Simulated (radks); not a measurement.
Task: Species: Er V. Configuration: [Kr] 4d10 4f11 5s1 5p6 (not the ground configuration). Calculated with a radial shooting solver on a logarithmic mesh with Libxc functionals: scalar-relativistic Kohn-Sham, BLYP, spin-polarised, spherical densities, point nucleus; open shells are filled with parallel spins first (spin-orbit coupling, left out, can overturn this in heavy ions). Some entries of the table are withheld. Estimate them.

orbital,occ.,eigenvalue (hartree),<r^2> (bohr^2)
1s up,1,-2110.676,0.0005677
1s down,1,-2110.671,0.0005677
2s up,1,-356.1374,0.008832
2s down,1,-356.1333,0.008832
2p up,3,-315.1927,0.007186
2p down,3,-315.1889,0.007186
3s up,1,-81.26313,0.05805
3s down,1,-81.21090,0.05800
3p up,3,-68.81166,0.05845
3p down,3,-68.75945,0.05840
3d up,5,-53.22610,0.04876
3d down,5,-53.18549,0.04870
4s up,1,-17.56497,0.2911
4s down,1,-17.45441,0.2911
4p up,3,-13.46700,0.3299
4p down,3,-13.35777,0.3300
4d up,5,-7.97953,0.3931
4d down,5,-7.87051,0.3933
5s up,1,-3.64071,1.634
5s down,0,-3.55682,1.659
5p up,3,-2.62428,2.172
5p down,3,-2.55627,2.224
4f up,7,-1.97218,(1)
4f down,4,-1.86576,(2)

Result: 
(1) 4f up <r^2> (bohr^2): 0.7100
(2) 4f down <r^2> (bohr^2): 0.7311
